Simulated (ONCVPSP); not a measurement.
**ruthenium (Ru), ONCV: configuration errors across variants**

```json
{
 "Element": "Ru",
 "Generator": "ONCVPSP 4.0.1",
 "Type": "optimised norm-conserving Vanderbilt (ONCV)",
 "Functional": "PBE",
 "Relativity": "scalar-relativistic",
 "Frozen core": "[Ar] 3d10",
 "Valence charge": "16",
 "Reference configuration": "4s2 4p6 4d7 5s1",
 "Partial waves": "4s+5s: rc 1.40 bohr, ncon 3, nbas 6, qcut 7.7 1/bohr, 2 projectors; 4p: rc 1.90 bohr, ncon 4, nbas 7, qcut 5.6 1/bohr, 2 projectors, debl 1.1 Ha; 4d: rc 2.05 bohr, ncon 4, nbas 9, qcut 7.7 1/bohr, 2 projectors, debl 3.8 Ha",
 "Local potential": "polynomial inside 1.35 bohr (lpopt 2, dvloc0 0 Ha)",
 "Core correction": "Teter function, fcfact 3.75, rcfact 1.7"
}
```

In the p channel the program set the typed energies aside and used -1.706, 0.250 Ha.

All-electron excitation energies from the reference (eV): (1) 4s2 4p6 4d7 5s0 7.292; (2) 4s2 4p6 4d6 5s0 25.479; (3) 4s2 4p6 4d5 5s0 56.101; (4) 4s2 4p6 4d6 5s1 10.112.

Errors AE − PS in meV (a dash: test not solved or not reliable):

```tsv
change	(1)	(2)	(3)	(4)	bound ghosts	GHOST(+) flags above zero
base	-1.6	-2.5	+6.6	+1.3	none	none
core correction Teter function, fcfact 3.75, rcfact 0.96	-1.3	-1.8	+9.6	+1.6	none	none
core correction Teter function, fcfact 3.75, rcfact 1.04	-1.2	-1.8	+9.7	+1.6	none	none
core correction Teter function, fcfact 3.75, rcfact 1.2	-1.2	-1.8	+10	+1.7	none	none
core correction Teter function, fcfact 3.75, rcfact 1.3	-1.2	-1.8	+11	+1.8	none	none
core correction Teter function, fcfact 3.75, rcfact 1.42	-1.2	-1.8	+11	+1.9	none	none
core correction Teter function, fcfact 3.75, rcfact 1.54	-1.3	-1.9	+11	+1.8	none	none
core correction Teter function, fcfact 3.75, rcfact 1.82	-2.0	-4.0	-2.2	+0.2	none	none
core correction Teter function, fcfact 3.75, rcfact 2.04	-3.8	-14	-46	-3.7	none	none
```

(1) Give the same row for: core correction Teter function, fcfact 3.75, rcfact 1.9.

Results:

(1) -2.5, -6.1, -13, -0.9; bound ghosts: none; GHOST(+) flags above zero: none.
